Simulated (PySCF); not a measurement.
# SMILES C=CC/C=C(\F)C#CC, C$_{8}$H$_{9}$F

Molfile (atoms numbered from 1):
```
C8H9F
     RDKit          3D

 18 17  0  0  0  0  0  0  0  0999 V2000
   -3.5943   -0.5076   -0.8973 C   0  0  0  0  0  0  0  0  0  0  0  0
   -2.6868   -0.5058    0.0948 C   0  0  0  0  0  0  0  0  0  0  0  0
   -1.6621    0.5818    0.3311 C   0  0  0  0  0  0  0  0  0  0  0  0
   -0.2502    0.0591    0.3143 C   0  0  0  0  0  0  0  0  0  0  0  0
    0.7145    0.4692   -0.5451 C   0  0  0  0  0  0  0  0  0  0  0  0
    0.4338    1.4332   -1.4649 F   0  0  0  0  0  0  0  0  0  0  0  0
    2.0538   -0.0102   -0.5876 C   0  0  0  0  0  0  0  0  0  0  0  0
    3.2118   -0.4177   -0.6311 C   0  0  0  0  0  0  0  0  0  0  0  0
    4.5826   -0.9051   -0.6767 C   0  0  0  0  0  0  0  0  0  0  0  0
   -3.6475    0.3187   -1.6307 H   0  0  0  0  0  0  0  0  0  0  0  0
   -4.3190   -1.3328   -1.0148 H   0  0  0  0  0  0  0  0  0  0  0  0
   -2.6625   -1.3561    0.8052 H   0  0  0  0  0  0  0  0  0  0  0  0
   -1.7774    1.3882   -0.4231 H   0  0  0  0  0  0  0  0  0  0  0  0
   -1.8576    1.0419    1.3327 H   0  0  0  0  0  0  0  0  0  0  0  0
    0.0313   -0.7271    1.0351 H   0  0  0  0  0  0  0  0  0  0  0  0
    5.0349   -0.9452    0.3407 H   0  0  0  0  0  0  0  0  0  0  0  0
    4.6400   -1.9302   -1.1098 H   0  0  0  0  0  0  0  0  0  0  0  0
    5.2230   -0.2418   -1.3013 H   0  0  0  0  0  0  0  0  0  0  0  0
  1  2  2  0
  2  3  1  0
  3  4  1  0
  4  5  2  0
  5  6  1  0
  5  7  1  0
  7  8  3  0
  8  9  1  0
  1 10  1  0
  1 11  1  0
  2 12  1  0
  3 13  1  0
  3 14  1  0
  4 15  1  0
  9 16  1  0
  9 17  1  0
  9 18  1  0
M  END
```

Computed, not measured: PySCF, UKS PBE/def2-SV(P) four-point reorganisation energy, gas phase. Geometry: PBE/def2-SV(P).

The conformer changes in this relaxation, which adds to the reorganisation energy.

Task: What is the inner reorganisation energy for hole transfer, with the ionisation energy?

Result: λ = 0.312 (surface of the oxidised species) + 0.410 (surface of the starting species) = 0.722 eV. The ionisation energy is 8.05 eV vertical and 7.74 eV adiabatic without zero-point energy; at the relaxed geometry of the oxidised species the two energies differ by 7.33 eV. Largest bond changes: C4–C5 1.355 → 1.402 Å, C5–F6 1.362 → 1.331 Å, C5–C7 1.423 → 1.394 Å, C3–C4 1.506 → 1.486 Å, C1–C2 1.345 → 1.364 Å. ⟨S²⟩ of the relaxed oxidised species 0.754.
